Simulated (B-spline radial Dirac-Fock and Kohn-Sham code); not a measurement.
**Photoelectron lines of Sc²⁺ at 6000 eV**

System: scandium as Sc²⁺ in the configuration [Ar] 3d1.

The computed values come from an atomic code on a B-spline grid: a relativistic central-field model (Hartree-Slater potential of the initial state, Latter tail, multipole expansion of the photon field, Dirac-Fock thresholds). The asymmetry parameter β is from the dipole term alone. Kinetic energies are from the vacuum level. Open shells are spread statistically over j, without multiplet splitting.

The last column is dσ/dΩ = σ/(4π) · [1 − (β/2) P₂(cos θ)] at θ = 0° from the beam of unpolarised light.

```
subshell  electrons  binding (eV)  kinetic (eV)    σ (kb)     β  dσ/dΩ (kb/sr)
      1s          2        4517.7        1482.3         ?     ?              ?
      2s          2         527.8        5472.2      1.79  2.00            ≈ 0
   2p1/2          2         432.4        5567.6     0.347  0.77         0.0169
   2p3/2          4         427.9        5572.1     0.658  0.77         0.0323
      3s          2         83.52        5916.5     0.239  2.00            ≈ 0
   3p1/2          2         56.56        5943.4    0.0409  0.74        0.00206
   3p3/2          4         56.06        5943.9    0.0777  0.73        0.00394
   3d3/2        0.4         23.76        5976.2  7.79e-05  0.32       5.20e-06
   3d5/2        0.6         23.73        5976.3  0.000114  0.33       7.55e-06
```

Task: What are σ and β for 1s?

Result: σ = 26.6 kb, the largest of all subshells and 89 % of the total, and β = 2.00, which gives dσ/dΩ = 0.000226 kb/sr.
